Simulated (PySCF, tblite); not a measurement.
Isomers of C7H7NOSi, one GFN2-xTB conformer each. Single-point energies are computed at PBE0/pcSseg-1 (PySCF, gas phase, no added dispersion term), electronic only.

```csv
SMILES,GFN2-xTB relative energy (kcal/mol)
N#Cc1cccc(O[SiH3])c1,0.0
C#C[C@@H]1C(=O)[SiH2][C@@]1(C)C#N,105.0
```

Conformers: `[N:1]#[C:2][c:3]1[cH:4][cH:5][cH:6][c:7]([O:8][SiH3:9])[cH:10]1` with C6–C7–O8–Si9 178°; `[CH:1]#[C:2][C@@H:3]1[C:4](=[O:5])[SiH2:6][C@@:7]1([CH3:8])[C:9]#[N:10]` with C2–C3–C4–O5 40°, C3–C4–Si6–C7 10°, C4–Si6–C7–C8 106°, C2–C3–C7–Si6 136°.

Problem. What does PBE0/pcSseg-1 give for the same structures?

Solution. 
```
                           SMILES  PBE0/pcSseg-1 E (Eh)  PBE0/pcSseg-1 (kcal/mol)  GFN2-xTB (kcal/mol)  point group
             N#Cc1cccc(O[SiH3])c1            -689.78405                       0.0                  0.0            –
C#C[C@@H]1C(=O)[SiH2][C@@]1(C)C#N            -689.65048                      83.8                105.0           C1
```

Both levels put the same isomer lowest. As drawn, the lower has an aromatic ring and an Si–O bond, which the higher lacks; the higher has a four-membered ring, a C=O bond and a C≡C bond, which the lower lacks.

Problem. Which frontier levels, dipoles and rotational constants go with these structures?

Solution. 
| SMILES | HOMO (eV, PBE0/pcSseg-1) | LUMO (eV) | dipole (D) | A, B, C (MHz) |
| --- | --- | --- | --- | --- |
| N#Cc1cccc(O[SiH3])c1 | -7.34 | -1.60 | 4.12 | 1931, 734.3, 535.2 |
| C#C[C@@H]1C(=O)[SiH2][C@@]1(C)C#N | -7.29 | -2.09 | 3.01 | 1405, 1116, 784.9 |

Problem. What happens when harmonic zero-point energies from GFN2-xTB frequencies are added?

Solution. 
```csv
SMILES,ZPE (kcal/mol),electronic (kcal/mol),with ZPE (kcal/mol)
N#Cc1cccc(O[SiH3])c1,71.9,0.0,0.0
C#C[C@@H]1C(=O)[SiH2][C@@]1(C)C#N,71.0,83.8,82.9
```

The zero-point energies span 0.9 kcal/mol. The order is unchanged.
